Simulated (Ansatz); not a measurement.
Mulliken charges of `[SH][In][Cl]` radical from B3LYP/def2-TZVPP in Ansatz (PBE0-D4/def2-TZVP geometry).

```csv
atom,x (Å),y (Å),z (Å),charge (e)
S1,-1.359,0.037,-0.523,-0.312
In2,0.935,0.262,0.248,0.575
Cl3,1.896,-1.672,1.194,-0.375
H4,-1.417,1.313,-0.939,0.112
```

Problem. By hand: the dipole of these point charges (1 e Å = 4.8032 D).

Solution. Σ q r = (0.092, 0.913, -0.247) e Å, of length 0.950 e Å = 4.56 D.

Problem. How does the dipole of the full density compare? (Estimate.)

Solution. The calculation gave: (-0.002, 0.627, -0.193) e Å, 3.15 D; the point charges give 1.45 times that, at 6° from its direction.

Point charges leave out the atoms' own dipoles, such as those of lone pairs, and Mulliken's split depends on the basis, so the two needn't agree.

B3LYP here is the variant with VWN-RPA as its local correlation; programs differ in this.
